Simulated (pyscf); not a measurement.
**•H₂Si–O–AsH₂, doublet**

Gas-phase minimum from PySCF at ωB97X-D3(BJ)/def2-SVP, one conformer. •H₂Si–O–AsH₂ lies 24.8 kcal/mol over its isomer H₃Si–O–AsH•, and others may lie lower still (electronic energy, ωB97M-D3(BJ)). 

```
O
Si 1 1.6690
H 2 1.4959 1 107.11
As 1 1.8036 2 125.44 3 -167.42
H 2 1.5043 3 109.97 1 -120.24
H 4 1.5233 1 95.56 2 138.79
H 4 1.5242 6 91.75 1 -96.32
```
Charge 0, spin multiplicity 2.

Properties at ωB97X-D3(BJ)/def2-SVP:

```json
{
  "harmonic_wavenumbers_unscaled": "46, 95, 153, 546, 723, 794, 815, 824, 927, 1008, 1035, 2158, 2212, 2242, 2251 cm⁻¹",
  "zero_point_energy": "22.6 kcal/mol",
  "rotational_symmetry_number": "1",
  "Entropy of this conformer at 298 K and 1 atm, rigid rotor and harmonic oscillator, modes under 100 cm⁻¹ raised to 100": "326.9 J/(mol K)",
  "dipole_moment": "1.20 D",
  "Spin expectation value S2": "0.752"
}
```

Single-point totals, which compare only within one level (frozen core for MP2 and CC):

```
level                   total energy (hartree)
----------------------  ----------------------
ωB97X-D3(BJ)/def2-TZVP             -2602.99169
PBE/def2-TZVP                      -2602.44280
r²SCAN/def2-TZVP                   -2602.94239
B3LYP-D3(BJ)/def2-TZVP             -2603.09257
PBE0-D3(BJ)/def2-TZVP              -2602.54017
M06-2X/def2-TZVP                   -2602.97107
ωB97M-D3(BJ)/def2-TZVP             -2603.08237
UHF/def2-TZVPP                     -2600.36160
MP2/def2-TZVPP                     -2600.97316
CCSD/def2-TZVPP                    -2601.00057
CCSD(T)/def2-TZVPP                 -2601.02414
```

The lowest mode is so soft that the shape along it may change with the basis. Soft torsions are taken as harmonic, which can shift the entropy by several J/(mol K). The CCSD(T) − MP2 part came from Ansatz, without density fitting, on the same reference. The frozen core leaves the outer d or s,p core shells of the metals and heavy elements correlated in the MP2 and CC values, and def2-TZVPP describes them poorly, so these totals are far from the basis limit. Elements up to Kr have no core potential and no relativistic terms here.
